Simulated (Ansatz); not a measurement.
Input file for C$_{2}$H$_{7}$BGaNO, SMILES `[BH2][Ga]1[O]C[N]1C`:

```yaml
crystal:
  periodic: [false, false, false]
  atoms:
    - {symbol: B, position_ang: [-0.919120, -2.946953, -0.504207]}
    - {symbol: Ga, position_ang: [0.107624, -1.218489, -0.062214]}
    - {symbol: O, position_ang: [1.794690, -0.709872, 0.483771]}
    - {symbol: C, position_ang: [1.422364, 0.643031, 0.476720]}
    - {symbol: N, position_ang: [0.036243, 0.611089, 0.057756]}
    - {symbol: C, position_ang: [-0.730264, 1.806756, -0.079254]}
    - {symbol: H, position_ang: [-2.062307, -2.904054, -0.844796]}
    - {symbol: H, position_ang: [-0.386421, -4.011323, -0.425856]}
    - {symbol: H, position_ang: [1.537810, 1.088709, 1.480006]}
    - {symbol: H, position_ang: [2.050015, 1.220737, -0.223900]}
    - {symbol: H, position_ang: [-1.744571, 1.567675, -0.403684]}
    - {symbol: H, position_ang: [-0.807684, 2.359934, 0.867963]}
    - {symbol: H, position_ang: [-0.298368, 2.492720, -0.822295]}
basis:
  gaussian: {orbitals: def2-TZVPP}
correlation: {method: ccsd_t}
output: {orbitals: {seedname: orbitals}}
```

```sh
$ ansatz run in.yaml --threads 2 --pin off --events-out ev --progress --plain --max-ram 22528MiB --backend cuda --devices 0, --max-vram 18GiB
```

Log, shortened:

```
Functional definition: HF
1833 factors; integrals over basis functions are off by at most 1.1e-3 eV
mean field evaluation 1: about -58691.7094 eV, gradient 4.9e1 eV
mean field evaluation 2: about -58691.9830 eV, gradient 4.9e1 eV
mean field evaluation 4: about -58697.7691 eV, gradient 5.1e0 eV
mean field evaluation 8: about -58697.8704 eV, gradient 4.5e-1 eV
mean field -58697.87144646 eV, -2157.1069888112 hartree, gradient 5.6e-6 eV, S^2 0.000000; 0 other end points of the search recorded, 0 dependent functions left out
14 core orbitals not correlated: weight in the atoms' cores, before any rotation towards them, 1.000 or more for the frozen orbitals, at most 0.000 for the correlated occupied ones
reference -58697.87144646 eV, -2157.1069888112 hartree; 21, 21 occupied and 266, 266 virtual orbitals, 1833 factors
second order -30.13497212 eV of doubles, -0.00000000 eV of singles
cycle   1  -29.87729937 eV  change    2.6e-1 eV  update   1.5e-1
cycle   2  -30.77586982 eV  change   -9.0e-1 eV  update   4.9e-2
cycle   3  -30.99292183 eV  change   -2.2e-1 eV  update   3.4e-2
cycle   4  -30.98817647 eV  change    4.7e-3 eV  update   1.4e-2
cycle   5  -30.97634593 eV  change    1.2e-2 eV  update   1.1e-2
cycle   6  -30.98156435 eV  change   -5.2e-3 eV  update   5.5e-3
cycle   7  -30.98327342 eV  change   -1.7e-3 eV  update   2.3e-3
cycle   8  -30.98241315 eV  change    8.6e-4 eV  update   1.0e-3
cycle   9  -30.98265203 eV  change   -2.4e-4 eV  update   4.2e-4
cycle  10  -30.98313028 eV  change   -4.8e-4 eV  update   2.0e-4
cycle  11  -30.98277231 eV  change    3.6e-4 eV  update   1.2e-4
cycle  12  -30.98279093 eV  change   -1.9e-5 eV  update   6.7e-5
cycle  13  -30.98281204 eV  change   -2.1e-5 eV  update   3.0e-5
perturbative correction -1.33129178 eV, -0.0489240705 hartree
Total energy: -58730.18555028 eV, -2158.2945102232 hartree
```

Hardware: 2 threads of an AMD EPYC 7R13 on a shared host and a share of an NVIDIA H100 80 GB. Wall time 6.5 s, peak host memory 0.89 GiB.

MP2 recovers 93.3 % of the CCSD(T) correlation energy and the triples give 4.1 %; T1 = 0.0188.
